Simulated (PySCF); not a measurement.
Vinyl bromide, C2H3Br.
Bonds: C1–C2 (double), C2–Br3. Hydrogens: H4, H5 on C1; H6 on C2.

Level of theory: TDDFT wB97X-D/def2-SVPD, vertical, gas phase, core orbitals frozen in the response in PySCF 2.14.0, density-fitted response routines. Geometry: PBE0-D3(BJ)/def2-SVP; no solvent, vibrations or thermal averaging. The wB97X-D/def2-SVPD calculation is non-relativistic and has no spin–orbit coupling, an omission that weighs most on bromine.

Broadening: Gaussians 0.4 eV wide at half height, area fixed by f = 4.319×10⁻⁹ ∫ε dν̃. The width is an assumption, not a result. The curve ends short of the highest state used, and states not computed would add to its high-energy end.

```json
{"E (eV)": "5.45", "ε (L mol⁻¹ cm⁻¹)": "0"}
{"E (eV)": "5.49", "ε (L mol⁻¹ cm⁻¹)": "0"}
{"E (eV)": "5.52", "ε (L mol⁻¹ cm⁻¹)": "0"}
{"E (eV)": "5.56", "ε (L mol⁻¹ cm⁻¹)": "1"}
{"E (eV)": "5.60", "ε (L mol⁻¹ cm⁻¹)": "1"}
{"E (eV)": "5.63", "ε (L mol⁻¹ cm⁻¹)": "2"}
{"E (eV)": "5.67", "ε (L mol⁻¹ cm⁻¹)": "4"}
{"E (eV)": "5.71", "ε (L mol⁻¹ cm⁻¹)": "6"}
{"E (eV)": "5.74", "ε (L mol⁻¹ cm⁻¹)": "9"}
{"E (eV)": "5.78", "ε (L mol⁻¹ cm⁻¹)": "13"}
{"E (eV)": "5.81", "ε (L mol⁻¹ cm⁻¹)": "18"}
{"E (eV)": "5.85", "ε (L mol⁻¹ cm⁻¹)": "25"}
{"E (eV)": "5.89", "ε (L mol⁻¹ cm⁻¹)": "37"}
{"E (eV)": "5.92", "ε (L mol⁻¹ cm⁻¹)": "49"}
{"E (eV)": "5.96", "ε (L mol⁻¹ cm⁻¹)": "77"}
{"E (eV)": "5.99", "ε (L mol⁻¹ cm⁻¹)": "111"}
{"E (eV)": "6.03", "ε (L mol⁻¹ cm⁻¹)": "190"}
{"E (eV)": "6.07", "ε (L mol⁻¹ cm⁻¹)": "337"}
{"E (eV)": "6.10", "ε (L mol⁻¹ cm⁻¹)": "519"}
{"E (eV)": "6.14", "ε (L mol⁻¹ cm⁻¹)": "905"}
{"E (eV)": "6.18", "ε (L mol⁻¹ cm⁻¹)": "1525"}
{"E (eV)": "6.21", "ε (L mol⁻¹ cm⁻¹)": "2191"}
{"E (eV)": "6.25", "ε (L mol⁻¹ cm⁻¹)": "3402"}
{"E (eV)": "6.28", "ε (L mol⁻¹ cm⁻¹)": "4574"}
{"E (eV)": "6.32", "ε (L mol⁻¹ cm⁻¹)": "6476"}
{"E (eV)": "6.36", "ε (L mol⁻¹ cm⁻¹)": "8685"}
{"E (eV)": "6.39", "ε (L mol⁻¹ cm⁻¹)": "10440"}
{"E (eV)": "6.43", "ε (L mol⁻¹ cm⁻¹)": "12716"}
{"E (eV)": "6.47", "ε (L mol⁻¹ cm⁻¹)": "14657"}
{"E (eV)": "6.50", "ε (L mol⁻¹ cm⁻¹)": "15724"}
{"E (eV)": "6.54", "ε (L mol⁻¹ cm⁻¹)": "16454"}
{"E (eV)": "6.57", "ε (L mol⁻¹ cm⁻¹)": "16419"}
{"E (eV)": "6.61", "ε (L mol⁻¹ cm⁻¹)": "15602"}
{"E (eV)": "6.65", "ε (L mol⁻¹ cm⁻¹)": "14034"}
{"E (eV)": "6.68", "ε (L mol⁻¹ cm⁻¹)": "12506"}
{"E (eV)": "6.72", "ε (L mol⁻¹ cm⁻¹)": "10227"}
{"E (eV)": "6.75", "ε (L mol⁻¹ cm⁻¹)": "8488"}
{"E (eV)": "6.79", "ε (L mol⁻¹ cm⁻¹)": "6319"}
{"E (eV)": "6.83", "ε (L mol⁻¹ cm⁻¹)": "4464"}
{"E (eV)": "6.86", "ε (L mol⁻¹ cm⁻¹)": "3327"}
{"E (eV)": "6.90", "ε (L mol⁻¹ cm⁻¹)": "2152"}
{"E (eV)": "6.94", "ε (L mol⁻¹ cm⁻¹)": "1328"}
{"E (eV)": "6.97", "ε (L mol⁻¹ cm⁻¹)": "899"}
{"E (eV)": "7.01", "ε (L mol⁻¹ cm⁻¹)": "518"}
{"E (eV)": "7.04", "ε (L mol⁻¹ cm⁻¹)": "337"}
{"E (eV)": "7.08", "ε (L mol⁻¹ cm⁻¹)": "189"}
{"E (eV)": "7.12", "ε (L mol⁻¹ cm⁻¹)": "112"}
{"E (eV)": "7.15", "ε (L mol⁻¹ cm⁻¹)": "81"}
{"E (eV)": "7.19", "ε (L mol⁻¹ cm⁻¹)": "64"}
{"E (eV)": "7.23", "ε (L mol⁻¹ cm⁻¹)": "61"}
{"E (eV)": "7.26", "ε (L mol⁻¹ cm⁻¹)": "65"}
{"E (eV)": "7.30", "ε (L mol⁻¹ cm⁻¹)": "73"}
{"E (eV)": "7.33", "ε (L mol⁻¹ cm⁻¹)": "79"}
{"E (eV)": "7.37", "ε (L mol⁻¹ cm⁻¹)": "85"}
{"E (eV)": "7.41", "ε (L mol⁻¹ cm⁻¹)": "89"}
{"E (eV)": "7.44", "ε (L mol⁻¹ cm⁻¹)": "88"}
```

Task: Where are the band maxima, and which computed states make them?

Result: 189 nm (6.55 eV), ε about 17000, made up of S2 (100%); 167 nm (7.42 eV), ε about 89, made up of S5 (100%) (ε in L mol⁻¹ cm⁻¹; maxima over ε = 5, shares over 10%). The states used: S1 6.05 eV (f 0.0007); S2 6.55 eV (f 0.244); S3 6.79 eV (f 0.0008); S4 6.84 eV (f 0.0013); S5 7.42 eV (f 0.0013); S6 8.04 eV (f 0.0000).

Task: What would ε be at 6.55 eV, the highest of these maxima, with half the width (0.2 eV)?

Result: About 32900 L mol⁻¹ cm⁻¹ against 16500, a factor of about 1.99; a lone state at its own centre would give exactly 2.

Task: On this curve, what absorbance would a 10⁻⁵ mol/L sample give at 222 nm over a 1 cm path?

Result: 222 nm is 5.585 eV, where ε is about 1 L mol⁻¹ cm⁻¹, so A = ε c l ≈ 1e-05 (Beer–Lambert, with the gas-phase spectrum and the assumed width).

Task: Coming from long wavelengths, where does ε first pass 100 L mol⁻¹ cm⁻¹?

Result: At about 207 nm (5.98 eV), 0.07 eV below S1.

The run took about 16 s of CPU time (one thread, shared machine).
